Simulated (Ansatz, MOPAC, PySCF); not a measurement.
Lewis adduct: AlH3 (SMILES [AlH3]) (first 4 atoms) with CHN (SMILES C#N); geometry from B3LYP-D3(BJ)/def2-TZVP, rigid monomers moved along the line of their centres of mass till Al1···N6 is 1.86 Å.
(charge 0, multiplicity 1):
```xyz
7

Al    -0.1616     0.3641     0.2628
H      1.2536     0.8243    -0.2996
H     -1.2365     1.4889     0.5949
H     -0.6908    -1.0821    -0.1362
C      0.6833    -0.2507     3.0716
N      0.3614    -0.0182     2.0028
H      0.9848    -0.4681     4.0726
```

Interaction energies are E(AB) − E(A) − E(B) at the monomers' geometry in the complex; basis-set methods are counterpoise corrected. Rows marked so take none.

Cores are frozen in the correlated methods. CBS: X⁻³ extrapolation of the correlation energy, Hartree–Fock from the larger set. Rows in 3-21G, 6-31G* carry no dispersion term and start afresh at each structure (6-31G* with six Cartesian d functions). The state that PM6 reach isn't checked.

The values were computed with Ansatz (Gaussian basis) for Hartree–Fock, density functionals and correlated methods; MOPAC for PM6 (differences of heats of formation); PySCF for 3-21G rows, 6-31G* rows, the dispersion terms. Each number belongs to the level named beside it.

```json
[
 {"level": "PM6", "interaction energy (kcal/mol)": "-11.97"},
 {"level": "HF/3-21G (no counterpoise)", "interaction energy (kcal/mol)": "-20.81"},
 {"level": "HF/aug-cc-pV(D+d)Z", "interaction energy (kcal/mol)": "-8.39"},
 {"level": "B3LYP/6-31G*", "interaction energy (kcal/mol)": "-12.81"},
 {"level": "PBE0/def2-TZVPPD", "interaction energy (kcal/mol)": "-17.56"},
 {"level": "PBE0-D3(BJ)/def2-TZVPPD", "interaction energy (kcal/mol)": "-18.64"},
 {"level": "PBE0-D4/def2-TZVPPD", "interaction energy (kcal/mol)": "-18.63"},
 {"level": "MP2/CBS(aug-cc-pV(D+d)Z, aug-cc-pV(T+d)Z)", "interaction energy (kcal/mol)": "…"},
 {"level": "CCSD/aug-cc-pV(D+d)Z", "interaction energy (kcal/mol)": "…"}
]
```

Problem. Some entries are withheld; supply them.

Solution. 
- MP2/CBS(aug-cc-pV(D+d)Z, aug-cc-pV(T+d)Z), interaction energy (kcal/mol): -16.66
- CCSD/aug-cc-pV(D+d)Z, interaction energy (kcal/mol): -10.52

Ansatz is a quantum-chemistry and plane-wave program.
